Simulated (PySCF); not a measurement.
Ca(F)2 cation (CaF2), SMILES [F][Ca][F] (connectivity only; charge and spin as stated), charge +1, multiplicity 2. Atoms are numbered in the order given.

```xyz
3

Ca     0.0000     0.0000     0.8493
F      0.0000    -1.0010    -0.9436
F      0.0000     1.0010    -0.9436
```
Charge +1, spin multiplicity 2.

Geometry optimised at TPSSh-D3(BJ)/def2-TZVP. The multiplicity is an assumed one; other spin states were not compared. The isomer is the one that the SMILES or the coordinates give; other isomers of the formula were not compared.

Method: PySCF 2.14.0 with IEF-PCM-B3LYP/def2-SVP.

The values are the electrostatic part of the solvation free energy, E(continuum) − E(gas) at the gas-phase geometry, in a cavity of scaled van der Waals radii (PySCF's table); cavitation and dispersion terms are not included. A continuum can't describe solvent molecules that bind to the metal.

```
solvent              ε  ΔG(elec) (kcal/mol)
---------------  -----  -------------------
water            78.36                -70.8
2-propanol       19.26                -67.8
dichloromethane   8.93                -63.1
```
